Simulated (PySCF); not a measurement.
Geometry:
```csv
atom,x (Å),y (Å),z (Å)
C1,2.569,-0.434,-0.132
C2,1.512,0.137,0.096
Al3,-0.202,1.003,0.432
N4,-1.371,-0.539,-0.276
H5,3.508,-0.922,-0.326
H6,-0.682,1.067,1.957
H7,-0.617,2.177,-0.572
H8,-2.374,-0.356,-0.215
H9,-1.147,-0.728,-1.254
H10,-1.177,-1.395,0.246
```

Geometry: PBE0-D3(BJ)/def2-SVP; GIAO shifts from PySCF, gas phase, non-relativistic, averaged over equivalent atoms.

At OPBE/pcSseg-2 (235 basis functions, 19 s wall time on 1 thread of an AMD EPYC 9R45 96-Core, shared host):
```json
{"atoms": "C2", "δ (ppm)": "99.4"}
{"atoms": "C1", "δ (ppm)": "96.9"}
{"atoms": "Al3", "δ (ppm)": "45.1"}
{"atoms": "N4", "δ (ppm)": "31.4"}
{"atoms": "H6/H7", "δ (ppm)": "3.92"}
{"atoms": "H8/H9/H10", "δ (ppm)": "1.79"}
{"atoms": "H5", "δ (ppm)": "1.74"}
```

Scale: $^{13}$C (σref 184.41), $^{1}$H (σref 31.20) against TMS; $^{27}$Al (σref 496.74) vs AlH4-; $^{15}$N (σref 262.82) vs NH3 (reference shieldings calculated alike).

Task: What do these become at mPW1PW91/pcSseg-2?

Result: 
| atoms | δ at mPW1PW91/pcSseg-2 | change |
| --- | --- | --- |
| C2 | 104.9 | +5.5 |
| C1 | 103.2 | +6.3 |
| Al3 | 42.7 | -2.4 |
| N4 | 29.5 | -1.9 |
| H6/H7 | 3.91 | -0.01 |
| H8/H9/H10 | 1.92 | +0.13 |
| H5 | 1.73 | -0.01 |

Chemical shifts δ = σref − σ; TMS for $^{13}$C (σref 183.53) and $^{1}$H (σref 31.29); $^{27}$Al (σref 484.37) against AlH4-; NH3 for $^{15}$N (σref 260.49), all at this level.

The largest change is at C1 (terminal alkyne carbon). Cost: 235 basis functions, 40 s wall time on 1 thread of an AMD EPYC 7R43 64-Core, shared host.

Experimental scales use liquid or dissolved standards, which lie at an offset from isolated NH3 (liquid NH3: subtract about 20 ppm).
